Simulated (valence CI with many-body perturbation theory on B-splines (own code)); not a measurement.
## Fe IV: electric-dipole lines

Calculated by valence CI with perturbative core correlation (CI+MBPT): five valence electrons over a frozen Dirac-Fock core [Ar], a basis of 7 s, 7 p, 8 d, 6 f, 4 g, 1 h functions for each j, with the one-electron correlation potential Σ1 (screened to all orders), the two-electron term Σ2, the three-electron term Σ3, Breit, model QED; selected single and double excitations, second order for the rest (own B-spline code, finite nucleus).

Against 54 measured levels this calculation errs by 4258 cm⁻¹ on average and by 7832 at most. These come from a selection out of Corliss and Sugar, J. Phys. Chem. Ref. Data 11, 135 (1982). Levels without a partner in it may be off by more, other configurations by 1,000 to 8,000 cm⁻¹. Among the levels kept, up to 2000 cm⁻¹ of a level comes from second order outside the variational space, and about a tenth of that is noise between levels of different J, which matters for small intervals.

Lines 251 to 300 of 587 in falling wavelength, among levels below 227970 cm⁻¹, chosen from the strongest by gf and those to the six lowest levels. Wavelengths and rates use the calculated energies, so an error of 4000 cm⁻¹ moves a line at 160.6 nm by 6.4 % and its rate by three times that or more. Electric multipoles are in the length gauge, E1 and E2 with the static RPA response of the core. Weak lines are less certain than strong ones. Lines between different terms over intervals too small for the method are left out, as are lines whose strength nearly cancels. Where a level lies close to another of its J and parity, the split of strength between their lines is uncertain. The highest levels of a list are the least certain.

Names give the largest LS component (configuration and term), which can be under half, so a name can repeat, a term be missing and a line seem to break the LS rules; names also repeat where a configuration has a term twice. Letters in brackets count levels of one name in rising energy.

| λ vac (nm) | Upper | Lower | A (s⁻¹) | S (a.u.) with core polarisation | S without |
| --- | --- | --- | --- | --- | --- |
| 160.6 | 3d⁴4p ²P°_3/2 [a] | 3d⁴4s ⁴F_3/2 [a] | 1.03e+08 | 8.40e-01 | 9.17e-01 |
| 160.5 | 3d⁴4p ⁴D°_3/2 [a] | 3d⁴4s ⁴D_5/2 [a] | 2.77e+08 | 2.26e+00 | 2.45e+00 |
| 160.5 | 3d⁴4p ⁴P°_3/2 [b] | 3d⁴4s ⁴P_1/2 [a] | 2.03e+08 | 1.65e+00 | 1.81e+00 |
| 160.4 | 3d⁴4p ⁴D°_7/2 [a] | 3d⁴4s ⁴D_7/2 [a] | 6.22e+08 | 1.01e+01 | 1.10e+01 |
| 160.3 | 3d⁴4p ²G°_9/2 [b] | 3d⁴4s ²H_11/2 | 9.79e+07 | 1.99e+00 | 2.16e+00 |
| 160.2 | 3d⁴4p ⁴P°_3/2 [c] | 3d⁴4s ⁴P_1/2 [a] | 1.40e+08 | 1.13e+00 | 1.24e+00 |
| 160.2 | 3d⁴4p ²G°_7/2 [c] | 3d⁴4s ²G_7/2 [b] | 5.65e+08 | 9.17e+00 | 1.00e+01 |
| 160.1 | 3d⁴4p ⁴P°_5/2 [b] | 3d⁴4s ⁴P_3/2 [a] | 2.07e+08 | 2.51e+00 | 2.74e+00 |
| 160.1 | 3d⁴4p ²F°_5/2 [a] | 3d⁴4s ⁴F_7/2 [a] | 1.68e+08 | 2.04e+00 | 2.22e+00 |
| 160.0 | 3d⁴4p ²P°_1/2 [a] | 3d⁴4s ⁴F_3/2 [a] | 2.35e+08 | 9.50e-01 | 1.04e+00 |
| 160.0 | 3d⁴4p ⁴F°_7/2 [d] | 3d⁴4s ⁴D_5/2 [b] | 5.94e+08 | 9.61e+00 | 1.05e+01 |
| 160.0 | 3d⁴4p ⁴D°_1/2 [a] | 3d⁴4s ⁴D_3/2 [a] | 3.67e+08 | 1.48e+00 | 1.61e+00 |
| 159.9 | 3d⁴4p ²F°_7/2 [a] | 3d⁴4s ⁴P_5/2 [a] | 1.77e+08 | 2.86e+00 | 3.12e+00 |
| 159.9 | 3d⁴4p ²F°_7/2 [a] | 3d⁴4s ⁴F_9/2 [a] | 1.46e+08 | 2.36e+00 | 2.58e+00 |
| 159.9 | 3d⁴4p ⁴D°_5/2 [a] | 3d⁴4s ⁴D_5/2 [a] | 4.10e+08 | 4.96e+00 | 5.37e+00 |
| 159.8 | 3d⁴4p ²G°_7/2 [a] | 3d⁴4s ²H_9/2 | 1.07e+08 | 1.73e+00 | 1.88e+00 |
| 159.5 | 3d⁴4p ⁴D°_3/2 [a] | 3d⁴4s ⁴D_3/2 [a] | 2.80e+08 | 2.25e+00 | 2.43e+00 |
| 159.4 | 3d⁴4p ²G°_9/2 [d] | 3d⁴4s ²G_9/2 [b] | 5.91e+08 | 1.18e+01 | 1.29e+01 |
| 159.4 | 3d⁴4p ⁴D°_3/2 [c] | 3d⁴4s ⁴P_5/2 [a] | 1.38e+08 | 1.11e+00 | 1.21e+00 |
| 159.3 | 3d⁴4p ⁴D°_1/2 [a] | 3d⁴4s ⁴D_1/2 [a] | 3.36e+08 | 1.34e+00 | 1.45e+00 |
| 159.3 | 3d⁴4p ⁴F°_9/2 [d] | 3d⁴4s ⁴D_7/2 [b] | 6.19e+08 | 1.23e+01 | 1.35e+01 |
| 159.2 | 3d⁴4p ²H°_9/2 [c] | 3d⁴4s ²G_7/2 [a] | 3.75e+07 | 7.46e-01 | 8.07e-01 |
| 159.2 | 3d⁴4p ⁴P°_3/2 [a] | 3d⁴4s ⁶D_1/2 | 1.33e+08 | 1.06e+00 | 1.16e+00 |
| 159.1 | 3d⁴4p ⁴D°_7/2 [a] | 3d⁴4s ⁴D_5/2 [a] | 7.62e+07 | 1.21e+00 | 1.31e+00 |
| 159.1 | 3d⁴4p ²H°_11/2 [c] | 3d⁴4s ²G_9/2 [a] | 8.81e+07 | 2.10e+00 | 2.28e+00 |
| 158.9 | 3d⁴4p ⁴D°_3/2 [c] | 3d⁴4s ⁴F_5/2 [a] | 3.87e+08 | 3.07e+00 | 3.35e+00 |
| 158.9 | 3d⁴4p ²H°_11/2 [b] | 3d⁴4s ⁴G_11/2 | 1.25e+08 | 2.96e+00 | 3.23e+00 |
| 158.9 | 3d⁴4p ⁴D°_5/2 [a] | 3d⁴4s ⁴D_3/2 [a] | 1.31e+08 | 1.55e+00 | 1.68e+00 |
| 158.8 | 3d⁴4p ⁴D°_3/2 [a] | 3d⁴4s ⁴D_1/2 [a] | 1.48e+08 | 1.17e+00 | 1.27e+00 |
| 158.8 | 3d⁴4p ²H°_11/2 [b] | 3d⁴4s ⁴G_9/2 | 3.17e+07 | 7.50e-01 | 8.19e-01 |
| 158.6 | 3d⁴4p ²H°_9/2 [b] | 3d⁴4s ⁴G_9/2 | 4.51e+07 | 8.87e-01 | 9.67e-01 |
| 158.6 | 3d⁴4p ⁴D°_5/2 [c] | 3d⁴4s ⁴F_7/2 [a] | 2.63e+08 | 3.10e+00 | 3.39e+00 |
| 158.5 | 3d⁴4p ⁴G°_9/2 [b] | 3d⁴4s ⁴H_11/2 | 2.74e+08 | 5.39e+00 | 5.89e+00 |
| 158.4 | 3d⁴4p ⁴G°_11/2 [b] | 3d⁴4s ⁴H_13/2 | 1.75e+08 | 4.11e+00 | 4.49e+00 |
| 158.3 | 3d⁴4p ⁴G°_7/2 [b] | 3d⁴4s ⁴H_9/2 | 3.32e+08 | 5.20e+00 | 5.68e+00 |
| 158.3 | 3d⁴4p ⁴D°_1/2 [c] | 3d⁴4s ⁴F_3/2 [a] | 3.66e+08 | 1.43e+00 | 1.56e+00 |
| 158.3 | 3d⁴4p ⁴G°_5/2 [b] | 3d⁴4s ⁴H_7/2 | 3.81e+08 | 4.47e+00 | 4.88e+00 |
| 158.1 | 3d⁴4p ²H°_11/2 [d] | 3d⁴4s ²G_9/2 [b] | 9.94e+07 | 2.33e+00 | 2.53e+00 |
| 158.0 | 3d⁴4p ⁴G°_9/2 [b] | 3d⁴4s ⁴H_9/2 | 5.16e+07 | 1.00e+00 | 1.10e+00 |
| 158.0 | 3d⁴4p ²G°_9/2 [b] | 3d⁴4s ⁴G_9/2 | 8.78e+07 | 1.71e+00 | 1.87e+00 |
| 158.0 | 3d⁴4p ⁴G°_7/2 [b] | 3d⁴4s ⁴H_7/2 | 4.95e+07 | 7.70e-01 | 8.41e-01 |
| 158.0 | 3d⁴4p ²P°_3/2 [a] | 3d⁴4s ⁴P_3/2 [a] | 1.03e+08 | 8.03e-01 | 8.76e-01 |
| 157.9 | 3d⁴4p ⁴P°_5/2 [a] | 3d⁴4s ⁶D_5/2 | 8.62e+07 | 1.01e+00 | 1.10e+00 |
| 157.8 | 3d⁴4p ²F°_7/2 [b] | 3d⁴4s ⁴P_5/2 [a] | 9.80e+07 | 1.52e+00 | 1.66e+00 |
| 157.7 | 3d⁴4p ²F°_7/2 [b] | 3d⁴4s ⁴F_9/2 [a] | 1.99e+08 | 3.09e+00 | 3.38e+00 |
| 157.7 | 3d⁴4p ⁴S°_3/2 | 3d⁴4s ⁴P_5/2 [a] | 2.27e+08 | 1.76e+00 | 1.92e+00 |
| 157.5 | 3d⁴4p ⁴G°_11/2 [c] | 3d⁴4s ²H_11/2 | 1.08e+08 | 2.50e+00 | 2.72e+00 |
| 157.4 | 3d⁴4p ⁶D°_7/2 | 3d⁴4s ⁶D_9/2 | 1.26e+08 | 1.94e+00 | 2.12e+00 |
| 157.3 | 3d⁴4p ⁴P°_5/2 [a] | 3d⁴4s ⁶D_3/2 | 1.54e+08 | 1.77e+00 | 1.93e+00 |
| 157.0 | 3d⁴4p ⁴F°_9/2 [c] | 3d⁴4s ⁴F_9/2 [a] | 7.17e+07 | 1.37e+00 | 1.50e+00 |
